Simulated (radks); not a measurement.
Values are calculated unless marked as measured or tabulated.
Question: The mean radii <r> (bohr) of the occupied orbitals of an atom or ion are listed with their occupations. Code: a radial shooting solver on a logarithmic mesh with Libxc functionals. Model: Dirac Kohn-Sham, PBEsol, spin-unpolarised, spherical densities, finite nucleus; Fermi nuclear charge, rms radius of each element as measured or else 0.836 A^(1/3) + 0.57 fm.

orbital  occ.      <r>
1s1/2       2  0.06964
2s1/2       2   0.3251
2p1/2       2   0.2883
2p3/2       4   0.2909
3s1/2       2    1.008
3p1/2       2    1.081
3p3/2       4    1.089
3d3/2     0.8    1.516
3d5/2     1.2    1.520
4s1/2       1    3.180

Name the element and its charge. Open shells, if any, are shared by 2j + 1.

Answer: Z = 22, titanium, charge +1: Ti+ in [Ar] 3d2 4s1. The 1s radius gives Z: for a bare nucleus <r> = (2 gamma + 1)/(2Z) with gamma = sqrt(1 - (Z/c)^2), 0.06759 bohr for Z = 22, and screening makes it slightly larger (0.06964 here). The occupations add up to 21, and the charge is Z minus that.
